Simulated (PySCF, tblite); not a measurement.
Isomers of C4H6F3SSi (doublet state), one GFN2-xTB conformer each. Single-point energies are computed at B3LYP/pcH-1 (PySCF, gas phase, no added dispersion term), electronic only. GFN2-xTB treats the open shell by occupation alone, and not every SCF solution was tested for stability.

Problem. Rank them by B3LYP/pcH-1 energy, lowest first (kcal/mol).
A. `[F:1][C:2]([F:3])([F:4])[S:5][C@@H:6]1[CH2:7][CH2:8][SiH:9]1` (doublet state) with C2–S5–C6–C7 -77°, S5–C6–C7–C8 -130°, C6–C7–C8–Si9 13°, C7–C8–Si9–C6 -10°, S5–C6–Si9–C8 128°
B. `[F:1][C:2]([F:3])([F:4])[S:5][C@@H:6]1[CH:7][CH2:8][SiH2:9]1` (doublet state) with C2–S5–C6–C7 -58°, S5–C6–C7–C8 -91°, C6–C7–C8–Si9 -17°, C7–C8–Si9–C6 12°, S5–C6–Si9–C8 100°

Solution. A (0.0), B (9.9).

GFN2-xTB itself gives, in the same order: 0.0, 11.8. Both levels put the same isomer lowest.

Problem. What happens when harmonic zero-point energies from GFN2-xTB frequencies are added?

Solution. 
```
                      SMILES  ZPE (kcal/mol)  electronic (kcal/mol)  with ZPE (kcal/mol)
    FC(F)(F)S[C@@H]1CC[SiH]1            58.5                    0.0                  0.0
FC(F)(F)S[C@@H]1[CH]C[SiH2]1            54.5                    9.9                  6.0
```

The zero-point energies span 4.0 kcal/mol. The order is unchanged.

Problem. As an exercise, what shares would exp(−E/RT) give at 1000 K from these electronic energies alone (no entropy, no degeneracies)?

Solution. RT = 1.987 kcal/mol: FC(F)(F)S[C@@H]1CC[SiH]1 99.3 %, FC(F)(F)S[C@@H]1[CH]C[SiH2]1 0.7 %.
